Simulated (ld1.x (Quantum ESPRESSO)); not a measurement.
## Before and after: RRKJ potential for Cl

| Property | Result |
| --- | --- |
| Element | Cl |
| Generator | ld1.x (Quantum ESPRESSO) 7.5 |
| Type | norm-conserving RRKJ (Kleinman–Bylander form) |
| Functional | PBEsol |
| Relativity | scalar-relativistic |
| Frozen core | [Ne] |
| Valence charge | 7 |
| Reference configuration | 3s1 3p6 |
| Partial waves | 3s (bound): rc 1.30 bohr; 3p (bound): rc 1.30 bohr; 3d channel at 0.15 Ry: rc 1.30 bohr |
| Local potential | all-electron potential smoothed inside 1.20 bohr (lloc = -1) |
| Core correction | a·sin(br)/r model core inside 0.70 bohr |
| rho0 | 0.02 |

Change: all radii but the core radius scaled by about 1.34 (s 1.74, p 1.74, d 1.74 bohr); local potential all-electron potential smoothed inside 1.60 bohr (lloc = -1).

Cutoffs: the cutoffs (Ry, on a coarse ladder) from which the occupation-weighted sum of valence levels, in a spherical-Bessel basis at the reference potential, stays within 10 and 1 mRy of its value at 400 Ry; they do not see the model core or the augmentation charge, which bear on the density cutoff. Errors are all-electron minus pseudo energies relative to the spin-unpolarised reference configuration.

Problem. What does the change do?

Solution. The potential gets softer (70 Ry and 90 Ry → 40 Ry and 50 Ry); of the 7 tests that both files solve, the error grows in 6 and shrinks in 0 by more than 15 % and 0.3 meV (median size 1.8 → 6.8 meV); neither file shows a bound ghost. A larger radius leaves more room for a smooth pseudo-wave, so fewer plane waves are needed. More of the atom is replaced by a form fitted at one configuration, so other configurations suffer.

```csv
quantity,base,changed
"cutoff, loose",70 Ry,40 Ry
"cutoff, tight",90 Ry,50 Ry
loose cutoff by channel (10 mRy a level),"s 60 Ry, p 25 Ry","s 21 Ry, p 15 Ry"
bound ghosts,none,none
"error for 3s2 3p5, meV [ΔE -12.11 eV]",+0.6,-6.8
"error for 3s2 3p4, meV [ΔE 1.72 eV]",+1.5,-1.4
"error for 3s2 3p3, meV [ΔE 27.12 eV]",+25,+34
"error for 3s2 3p5.3, meV [ΔE -14.24 eV]",+1.8,-6.1
"error for 3s2 3p2, meV [ΔE 65.37 eV]",+100,+136
"error for 3s2 3p4.5, meV [ΔE -6.55 eV]",-0.4,-6.1
"error for 3s2 3p1, meV [ΔE 117.57 eV]",+264,+358
```
